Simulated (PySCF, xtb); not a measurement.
C2H2N, SMILES [CH2-]C#N, charge -1.

Harmonic wavenumbers (cm⁻¹) from GFN2-xTB (xtb) at its own minimum, in rising order: 367, 387, 497, 985, 1171, 1455, 2278, 2895, 2917.

Q: What does r2SCAN-D4/def2-TZVPD (PySCF) give at its own minimum? (Estimate from the structure and the level; the computed values follow.)

A: 411, 434, 563, 1049, 1070, 1415, 2145, 3082, 3143. Paired by order, the mean absolute difference is 101 cm⁻¹ and the zero-point energies are 18.5 and 19.0 kcal/mol.
